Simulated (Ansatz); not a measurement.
Z-matrix (Å, degrees):
```
C
C 1 1.485
Ge 1 1.972 2 111.2
H 1 1.093 2 111.4 3 -120.3
H 1 1.094 2 111.3 3 119.1
C 2 1.328 1 125.4 3 106.3
H 2 1.089 1 115.9 3 -71.9
H 3 1.539 1 109.6 2 54.3
H 3 1.540 1 110.3 2 174.2
H 3 1.537 1 109.5 2 -65.3
H 6 1.086 2 121.5 1 1.8
H 6 1.083 2 121.4 1 -178.3
```

The species carries charge 0 and has multiplicity 1.

List the PBE/def2-TZVPP orbital energies in eV (Ansatz). (An estimate is asked.)

Computed: Occupied: -10804.24, -1337.61, -1191.02, -1191.02, -1191.02, -269.16, -269.15, -268.63, -162.19, -113.63, -113.62, -113.62, -29.46, -29.46, -29.45, -29.40, -29.39, -19.62, -16.97, -13.81, -13.20, -11.52, -10.51, -9.56, -8.61, -8.23, -8.01, -7.99, -6.04. Lowest empty: -0.88, 0.09, 0.61, 0.97, 1.20, 1.42, 1.63, 2.05.
